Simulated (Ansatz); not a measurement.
Cost and result for the atomization energy of `C[Si]N([SiH3])[SiH3]` (14 atoms, 13 bonds).

```csv
atom,x (Å),y (Å),z (Å)
C1,-1.917,-1.210,0.765
Si2,-0.653,-0.065,1.608
N3,0.382,0.349,0.265
Si4,1.733,1.419,0.575
Si5,0.190,-0.214,-1.380
H6,-1.440,-2.097,0.329
H7,-2.460,-0.703,-0.042
H8,-2.651,-1.553,1.497
H9,1.621,2.646,-0.257
H10,1.719,1.780,2.014
H11,3.014,0.746,0.233
H12,1.287,0.377,-2.195
H13,-1.110,0.219,-1.951
H14,0.282,-1.693,-1.459
```

The species carries charge 0 and has multiplicity 1. Geometry: relaxed with PBE0-D4/def2-TZVP. It is one conformer, not always the lowest. Program: Ansatz. All runs use 4 threads of an Intel Xeon Platinum 8488C on a shared host. Times are those of one run each, without the atoms' runs, and a repeat can differ threefold. Electronic energies, without spin–orbit coupling; frozen cores. CCSD(T)/CBS adds CCSD(T) − MP2 in def2-TZVPP to the MP2 limit, and its time is that of the two runs behind it. T1 = 0.013; the RHF reference is unstable towards UHF. B3LYP takes the VWN-RPA correlation (the form of Gaussian; ORCA's B3LYP/G). HSE06 is the plane-wave form, built on full-range PBE exchange.

CCSD(T)/CBS is a level of theory with its own doubt, some kJ/mol a heavy atom from the limit and from the frozen cores, so smaller differences don't rank the functionals.

```json
{"level": "LDA (SPW92)/def2-TZVPP", "functions": "314", "wall time": "1.5 s"}
{"level": "PBE-D4/def2-TZVPP (with forces)", "functions": "314", "wall time": "2.6 s"}
{"level": "PBE0-D4/def2-TZVPP", "functions": "314", "wall time": "3.4 s"}
{"level": "HSE06-D4/def2-TZVPP", "functions": "314", "wall time": "3.9 s"}
{"level": "r2SCANh-D4/def2-TZVPP", "functions": "314", "wall time": "4.8 s"}
{"level": "CCSD(T)/def2-SVP", "functions": "127", "wall time": "4.9 s"}
{"level": "B3LYP-D4/def2-TZVPP (with forces)", "functions": "314", "wall time": "5.5 s"}
{"level": "B97M-V/def2-TZVPP", "functions": "314", "wall time": "7.5 s"}
{"level": "B2PLYP/def2-TZVPP", "functions": "314", "wall time": "7.5 s"}
{"level": "PBE-QIDH/def2-TZVPP", "functions": "314", "wall time": "8 s"}
{"level": "MP2/def2-QZVPP", "functions": "594", "wall time": "37 s"}
{"level": "CCSD(T)/def2-TZVPP", "functions": "314", "wall time": "6.9 min"}
{"level": "CCSD(T)/CBS(def2)", "functions": "–", "wall time": "7.5 min"}
```

Task: What atomization energy does each give, and how far from CCSD(T)/CBS? (Estimate.)

Result: Ansatz gave: 
```json
{"level": "LDA (SPW92)/def2-TZVPP", "atomization (kJ/mol)": "5191.7", "difference from CCSD(T)/CBS": "521.2", "per bond": "40.1"}
{"level": "PBE-D4/def2-TZVPP (with forces)", "atomization (kJ/mol)": "4656.2", "difference from CCSD(T)/CBS": "-14.3", "per bond": "-1.1"}
{"level": "PBE0-D4/def2-TZVPP", "atomization (kJ/mol)": "4619.6", "difference from CCSD(T)/CBS": "-50.9", "per bond": "-3.9"}
{"level": "HSE06-D4/def2-TZVPP", "atomization (kJ/mol)": "4621.6", "difference from CCSD(T)/CBS": "-48.9", "per bond": "-3.8"}
{"level": "r2SCANh-D4/def2-TZVPP", "atomization (kJ/mol)": "4625.2", "difference from CCSD(T)/CBS": "-45.3", "per bond": "-3.5"}
{"level": "CCSD(T)/def2-SVP", "atomization (kJ/mol)": "4345.1", "difference from CCSD(T)/CBS": "-325.4", "per bond": "-25.0"}
{"level": "B3LYP-D4/def2-TZVPP (with forces)", "atomization (kJ/mol)": "4673.6", "difference from CCSD(T)/CBS": "3.1", "per bond": "0.2"}
{"level": "B97M-V/def2-TZVPP", "atomization (kJ/mol)": "4678.6", "difference from CCSD(T)/CBS": "8.1", "per bond": "0.6"}
{"level": "B2PLYP/def2-TZVPP", "atomization (kJ/mol)": "4600.5", "difference from CCSD(T)/CBS": "-70.0", "per bond": "-5.4"}
{"level": "PBE-QIDH/def2-TZVPP", "atomization (kJ/mol)": "4600.9", "difference from CCSD(T)/CBS": "-69.6", "per bond": "-5.3"}
{"level": "MP2/def2-QZVPP", "atomization (kJ/mol)": "4624.4", "difference from CCSD(T)/CBS": "-46.1", "per bond": "-3.5"}
{"level": "CCSD(T)/def2-TZVPP", "atomization (kJ/mol)": "4542.7", "difference from CCSD(T)/CBS": "-127.8", "per bond": "-9.8"}
{"level": "CCSD(T)/CBS(def2)", "atomization (kJ/mol)": "4670.5", "difference from CCSD(T)/CBS": "0.0", "per bond": "0.0"}
```

In def2-TZVPP, CCSD(T) changes the Hartree–Fock value by +1092.9 kJ/mol (the triples alone add +55.4 kJ/mol) and MP2 by +1097.5 kJ/mol; breaking electron pairs costs correlation energy, which Hartree–Fock lacks. From r2SCAN to r2SCAN0 (25 % exact exchange), in def2-TZVPP and without D4, the atomization energy moves by −43.1 kJ/mol: exact exchange takes away binding that semilocal exchange gives to molecules. The D4 term adds +66.6 kJ/mol with B3LYP and +35.0 kJ/mol with PBE0; it sums over pairs of atoms, weighted by their polarisabilities, and B3LYP, whose exchange is more repulsive, gets the larger term.
